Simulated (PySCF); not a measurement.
Start geometry of `CC(C)[C@H](C)C(F)(F)F` from GFN2-xTB (Å):
```
atom  x, y, z in Å
C1     1.6969    1.0640    0.4692
C2     0.7619    0.2066   -0.3960
C3     1.1697   -1.2542   -0.2844
C4    -0.6777    0.4577   -0.0213
C5    -1.1722   -0.2404    1.2562
C6    -1.6521    0.0507   -1.1493
F7    -1.3123    0.6078   -2.3223
F8    -1.6819   -1.2706   -1.3725
F9    -2.9167    0.4304   -0.8766
H10    2.7088    0.9563    0.1709
H11    1.5859    0.8183    1.5240
H12    1.4254    2.1412    0.3617
H13    0.8638    0.5315   -1.4471
H14    2.1899   -1.3603   -0.6380
H15    1.1655   -1.5902    0.7606
H16    0.5459   -1.8873   -0.8542
H17   -0.8538    1.5489    0.0827
H18   -1.1872   -1.3077    1.1488
H19   -0.5097    0.0164    2.0899
H20   -2.2011    0.0962    1.5277
```

**Question.** What comes out of this run: PBE0-D3(BJ)/def2-SVP geometry optimisation, gas phase in PySCF?

**Answer.** 
```
atom  x, y, z in Å
C1     1.6875    1.1016    0.2809
C2     0.7265    0.1790   -0.4629
C3     1.1714   -1.2760   -0.3449
C4    -0.7262    0.4332   -0.0086
C5    -1.0632   -0.0858    1.3844
C6    -1.7468   -0.0671   -1.0124
F7    -1.4973    0.3889   -2.2461
F8    -1.7942   -1.4050   -1.0907
F9    -2.9792    0.3432   -0.6856
H10    2.7121    0.9838   -0.1036
H11    1.7171    0.8755    1.3588
H12    1.4059    2.1600    0.1661
H13    0.7667    0.4596   -1.5288
H14    2.1882   -1.3932   -0.7493
H15    1.1998   -1.6039    0.7063
H16    0.5093   -1.9592   -0.8941
H17   -0.8767    1.5266   -0.0198
H18   -1.0322   -1.1841    1.4210
H19   -0.3508    0.3015    2.1257
H20   -2.0700    0.2333    1.6870
```

The energy falls by 0.161 eV over 8 energy and gradient evaluations, the largest force component goes from 0.0378 to 2.0e-04 Eh/bohr, and the atoms move by 0.072 Å rms after alignment. The bond that changes most is C3–H16 (methyl carbon to methyl hydrogen), which lengthens by 0.043 Å. Bonds longer at the end by more than 0.005 Å: 7 of 19; shorter: 7. Among the angles that change most is C5–C4–C6, from 106.5° to 110.1°. Rotational constants go from 2391, 1131, 1083 to 2373, 1135, 1078 MHz. The orientation of the end geometry is arbitrary; only internal coordinates are fixed.

The run used 181 basis functions and 51 SCF cycles in all.

No frequency check. One conformer, not necessarily the lowest.
